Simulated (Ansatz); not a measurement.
Basis-set series for CH₄AlFS. The species carries charge 0 and has multiplicity 1. The bonds changed during the relaxation, so this is another structure than the one it started from. The geometry is a stationary point of PBE0-D4/def2-TZVP. It is one conformer, not always the lowest.

Cartesian coordinates in Å:
```
F 2.1978 -0.0261 1.6430
C -0.4206 0.3898 0.1138
Al 1.2766 -0.5434 0.3746
S -1.2691 -0.3011 -1.3200
H -0.2187 1.4564 -0.0228
H 1.8309 -1.7247 -0.5042
H -1.0246 0.2815 1.0197
H -2.3722 0.4676 -1.3042
```

```json
{"functional": "PBE0-D4", "basis": "def2-TZVPP", "functions": "202", "energy (Eh)": "-780.73212", "HOMO (eV)": "-6.98", "LUMO (eV)": "-1.08"}
{"functional": "PBE0-D4", "basis": "def2-QZVPP", "functions": "374", "energy (Eh)": "-780.76066", "HOMO (eV)": "-7.03", "LUMO (eV)": "-1.14"}
{"functional": "ωB97M-V", "basis": "def2-TZVPP", "functions": "202", "energy (Eh)": "-781.04132", "HOMO (eV)": "-9.22", "LUMO (eV)": "0.49"}
{"functional": "ωB97M-V", "basis": "def2-QZVPP", "functions": "374", "energy (Eh)": "-781.06852", "HOMO (eV)": "-9.27", "LUMO (eV)": "0.27"}
```

(1) Give the rows for def2-SVP. (An estimate is asked.)

Answers

(1) Computed: 
| functional | basis | functions | energy (Eh) | HOMO (eV) | LUMO (eV) |
| --- | --- | --- | --- | --- | --- |
| PBE0-D4 | def2-SVP | 84 | -780.33353 | -6.78 | -0.93 |
| ωB97M-V | def2-SVP | 84 | -780.63902 | -9.00 | 0.76 |

Positive LUMOs are unbound and depend on the basis.
